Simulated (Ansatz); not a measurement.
Cl5Si2 (SMILES Cl[Si](Cl)[Si](Cl)(Cl)Cl), doublet, at a GFN2-xTB geometry, with bond 3-2 at 3.0 times its length; B3LYP/STO-3G in Ansatz (a quantum-chemistry and plane-wave program).

Here is a job for Ansatz.
Ansatz 0.2 input:
```yaml
crystal:
  periodic: [false, false, false]
  atoms:
    - {symbol: Cl, position_ang: [1.92244881, -1.90832571, -0.82010059]}
    - {symbol: Si, position_ang: [1.35516226, 0.01986058, -0.53632054]}
    - {symbol: Cl, position_ang: [4.98641365, 2.30431312, 3.78526244]}
    - {symbol: Si, position_ang: [-0.88689246, 0.19528931, 0.02396448]}
    - {symbol: Cl, position_ang: [-1.64091265, -0.72905730, 1.66875770]}
    - {symbol: Cl, position_ang: [-1.28936674, 2.17107244, 0.23250544]}
    - {symbol: Cl, position_ang: [-1.94338279, -0.49221647, -1.56342937]}
basis:
  gaussian:
    orbitals: STO-3G
hamiltonian:
  xc: b3lyp
magnetization: {spin_polarized: true, initial_magnetization: 1}
scf: {lower_state_search: standard}
```

What the program printed (banner, timings and long lists left out):

```
Functional definition: B3LYP
671 factors; integrals over basis functions are off by at most 3.4e-5 eV
mean field evaluation 1: about -77490.4615 eV, gradient 3.0e1 eV
mean field evaluation 2: about -77217.6170 eV, gradient 6.6e1 eV
mean field evaluation 4: about -77241.9441 eV, gradient 4.0e1 eV
mean field evaluation 8: about -77456.6507 eV, gradient 1.9e1 eV
mean field evaluation 16: about -77505.2951 eV, gradient 1.4e-2 eV
mean field evaluation 32: about -77505.3043 eV, gradient 3.3e-4 eV
mean field evaluation 64: about -77505.3045 eV, gradient 2.0e-2 eV
mean field evaluation 96: about -77504.5198 eV, gradient 3.4e0 eV
mean field -77505.30477985 eV, -2848.2674156771 hartree, gradient 5.6e-6 eV, S^2 0.750020; 6 other end points of the search recorded, 0 dependent functions left out
reference -77505.30507747 eV, -2848.2674266142 hartree; 57, 56 occupied and 6, 7 virtual orbitals, 671 factors
Total energy: -77505.30507747 eV, -2848.2674266142 hartree
```
